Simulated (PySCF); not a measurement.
**Spin-rotation constants: SMILES Cc1ccsc1C(=O)Cl, C$_{6}$H$_{5}$ClOS**

Geometry:
```
atom   x (Å)   y (Å)   z (Å)
  C1  -1.013  -1.450   0.155
  C2   0.072  -0.443   0.027
  C3   1.444  -0.751  -0.018
  C4   2.236   0.353  -0.138
  S5   1.346   1.807  -0.202
  C6  -0.142   0.926  -0.063
  C7  -1.415   1.577  -0.046
  O8  -2.497   1.083   0.044
 Cl9  -1.266   3.354  -0.184
 H10  -1.607  -1.253   1.046
 H11  -1.692  -1.380  -0.694
 H12  -0.600  -2.453   0.207
 H13   1.826  -1.755   0.037
 H14   3.307   0.386  -0.194
```

The calculation used GIAO KT3/pcSseg-1 magnetisability, rotational g tensor and spin-rotation constants, non-relativistic, gas phase in PySCF. Geometry: GFN2-xTB.

Question: Give the nuclear spin-rotation constants along the inertial axes (H = +C I·J) beside the isotropic shieldings.

Answer: Rotational constants 1.8363, 1.0870, 0.6856 GHz. A star marks the isotopologue with that one atom substituted, in its own axes.
```csv
atom,isotope,Caa (kHz),Cbb (kHz),Ccc (kHz),mean (kHz),σ (ppm)
Cl9,35Cl,0.538,0.414,0.323,0.425,505.9
H10,1H,-0.145,-0.081,-0.012,-0.079,28.9
H11,1H,-0.145,-0.081,-0.012,-0.079,28.9
H12,1H,0.031,-0.092,-0.075,-0.045,29.3
H13,1H,0.164,-0.091,-0.075,-0.001,24.8
H14,1H,-0.034,0.031,-0.079,-0.027,24.6
C1,13C*,0.302,0.153,0.097,0.184,163.9
C2,13C*,0.783,0.477,0.100,0.453,40.8
C3,13C*,0.776,0.355,0.123,0.418,58.7
C4,13C*,0.749,0.432,0.102,0.427,52.3
S5,33S*,0.683,0.451,0.209,0.447,271.7
C6,13C*,0.656,0.406,0.148,0.404,55.2
C7,13C*,0.841,0.335,0.199,0.458,29.7
O8,17O*,-1.007,-0.760,-0.089,-0.619,-163.1
```
For the geometry as given, no vibrational averaging.
